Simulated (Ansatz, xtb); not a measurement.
**C2H11FGeSi2: which of two isomers lies lower**

Structure a is `[F][GeH2][CH2][SiH2]C[SiH3]`, a singlet and structure b is `CC[Si@@H](F)[SiH2][GeH3]`, a singlet. Both are isolated molecules in the gas phase, relaxed with r2SCAN-D4/def2-SVP, each in the lowest conformer that the search found.

Quicker runs give these differences E(b) − E(a): GFN2-xTB −0.471 eV; HF/STO-3G −0.552 eV (at GFN2-xTB geometries); r2SCAN-D4/def2-SVP//GFN2-xTB −0.338 eV.

Problem. Estimate E(b) − E(a) at the level CCSD(T)/def2-SVP + ΔMP2/def2-TZVPP.

Solution. Calculated at CCSD(T)/def2-SVP + ΔMP2/def2-TZVPP: E(b) − E(a) = −0.330 eV, so structure b lies lower.

The same difference at several levels:

```tsv
level	geometry	E(b) − E(a) (eV)	departure from the last row (eV)	job, with rough time for the two
GFN2-xTB	GFN2-xTB	−0.471	−0.141	optimisation, 0.32 s
HF/STO-3G	GFN2-xTB	−0.552	−0.222	single point, 0.66 s
r2SCAN-D4/def2-SVP//GFN2-xTB	GFN2-xTB	−0.338	−0.008	single point, 5.7 s
r2SCAN-D4/def2-SVP	r2SCAN-D4/def2-SVP	−0.445	−0.115	optimisation, 2.6 min
HF/def2-SVP	r2SCAN-D4/def2-SVP	−0.283	+0.047	part of the CCSD(T) run
MP2/def2-SVP	r2SCAN-D4/def2-SVP	−0.264	+0.066	part of the CCSD(T) run
CCSD(T)/def2-SVP	r2SCAN-D4/def2-SVP	−0.368	−0.037	single point
CCSD(T)/def2-SVP + ΔMP2/def2-TZVPP	r2SCAN-D4/def2-SVP	−0.330		single point, 2.4 min
```

As drawn, b has 1 C–C, 1 F–Si, 1 Si–Si, 1 Ge–Si, 1 C–H, 1 Ge–H in place of 1 F–Ge, 1 C–Ge, 2 C–Si, 2 Si–H.

The levels shown agree on the order. The largest departure from CCSD(T)/def2-SVP + ΔMP2/def2-TZVPP is that of HF/STO-3G, 0.222 eV. The last row adds to CCSD(T) the change of the MP2 difference between the two basis sets, here +0.037 eV.

With thermal terms from frequencies at re-optimised GFN2-xTB minima (ideal gas, soft modes damped towards free rotors, one conformer each, 298.15 K, 1 atm): on the last row, ΔE + ΔZPE = −0.185, ΔH = −0.175, ΔG = −0.203 eV.

The correlated steps freeze 22 core orbitals; the filled d shell of Ge is correlated, in a basis made for valence electrons. Mirror images aren't counted in ΔG. Run with Ansatz 0.2.0, xtb 6.7.1; the last row on 4 threads of Arm Neoverse V1 on a shared host.
